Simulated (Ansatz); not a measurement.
Computed with Ansatz.

A structure relaxed at PBE0-D4/def2-TZVP, charge 0, multiplicity 1:

Cartesian coordinates in Å:
```
C 0.227 1.795 -0.221
C -0.755 0.727 0.258
Zn -0.127 -1.104 0.131
N 0.358 -2.860 0.057
H 0.495 1.662 -1.272
H -0.191 2.803 -0.122
H 1.159 1.778 0.350
H -1.691 0.795 -0.308
H -1.032 0.909 1.302
H 1.088 -3.197 0.668
H 0.466 -3.306 -0.842
```

Q: Give its formula and SMILES.

A: C2H7NZn, `C[CH2][Zn][NH2]`.

Q: Point group (tolerance 0.08 Å, 0.16 Å for H)?

A: Cs.

Q: Summarise the bond lengths by kind.

A: 1 × C–C 1.528 Å; 5 × C–H 1.093 to 1.096 Å; 1 × C–Zn 1.940 Å; 1 × N–Zn 1.823 Å; 2 × H–N 1.010 Å.
